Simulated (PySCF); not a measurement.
Species: C6H14N2Si2.
Atom-mapped SMILES: `[CH3:1][SiH2:2][NH:3][SiH2:4][C@@H:5]1[CH2:6][CH2:7][C@@H:8]1[C:9]#[N:10]` (hydrogens: H11, H12, H13 on C1; H14, H15 on Si2; H16 on N3; H17, H18 on Si4; H19 on C5; H20, H21 on C6; H22, H23 on C7; H24 on C8)

Computed with PySCF at PBE0/pcSseg-1, non-relativistic, on one gas-phase PBE0-D3(BJ)/def2-SVP geometry that isn't relaxed in the solvent. The solvent is an IEF-PCM continuum (Bondi radii, 1.10 Å for H, scaled by 1.2). Specific hydrogen bonds and non-electrostatic terms are outside this model.

Gas phase at PBE0/pcSseg-1: HOMO -7.21 eV, LUMO 0.27 eV, dipole 3.62 D.

Task: What does the continuum do to the energy, the frontier levels and the dipole at PBE0/pcSseg-1 in acetonitrile and water?

Result: 
| solvent | ε | E(solvent) − E(gas) (kcal/mol) | polarisation term (kcal/mol) | distortion of the solute (kcal/mol) | HOMO (eV) | LUMO (eV) | dipole (D) |
| --- | --- | --- | --- | --- | --- | --- | --- |
| acetonitrile | 35.69 | -5.99 | -7.20 | 1.21 | -7.11 | 0.29 | 4.90 |
| water | 78.36 | -6.15 | -7.43 | 1.28 | -7.11 | 0.29 | 4.94 |

The first energy column is the sum of the next two and covers electrostatics alone. From acetonitrile to water the lowering changes by a factor 1.03, Onsager's factor (ε − 1)/(2ε + 1) by 1.02 and ε itself by 2.2.

Task: Which radius a makes the point-dipole formula ΔE = −[(ε − 1)/(2ε + 1)]·μ²/a³ give the value in water, with the gas-phase dipole?

Result: μ = 1.426 au and |ΔE| = 0.00980 Eh give a = 2.47 Å; the farthest nucleus lies 4.73 Å from the centroid of the nuclei, so such a sphere wouldn't even hold the nuclei. The formula assumes a rigid point dipole at the centre of a sphere.

Task: Which Hirshfeld charges (PBE0/pcSseg-1) respond most in acetonitrile (means over atoms taken as equivalent)?

Result: 
| atoms | environment | gas (e) | solvent (e) | change |
| --- | --- | --- | --- | --- |
| N10 | nitrile nitrogen | -0.220 | -0.271 | -0.051 |
| H24 | methine hydrogen | +0.061 | +0.075 | +0.014 |
| C9 | nitrile carbon | +0.090 | +0.104 | +0.014 |
| H19 | methine hydrogen | +0.040 | +0.048 | +0.008 |
| H15 | Si–H hydrogen | -0.090 | -0.096 | -0.006 |
| H22 | methylene hydrogen | +0.046 | +0.052 | +0.006 |
| H21 | methylene hydrogen | +0.043 | +0.049 | +0.006 |
| C8 | sp3 carbon next to a nitrile | -0.004 | 0.000 | +0.004 |
| C5 | sp3 carbon bound to silicon | -0.111 | -0.107 | +0.004 |
| C7 | four-membered-ring carbon | -0.057 | -0.054 | +0.003 |
| H17 | Si–H hydrogen | -0.084 | -0.087 | -0.003 |
| N3 | nitrogen bridging silicon atoms | -0.326 | -0.330 | -0.004 |

The run took 50 s of wall time on Arm Neoverse V2, one thread, shared host, and the process peaked at 1.4 GiB of memory. This is the whole shielding run at PBE0/pcSseg-1 in water, SCF included.

Conformer computed: `[CH3:1][SiH2:2][NH:3][SiH2:4][C@@H:5]1[CH2:6][CH2:7][C@@H:8]1[C:9]#[N:10]`: C1–Si2–N3–Si4 -110°, Si2–N3–Si4–C5 99°, N3–Si4–C5–C6 165°.
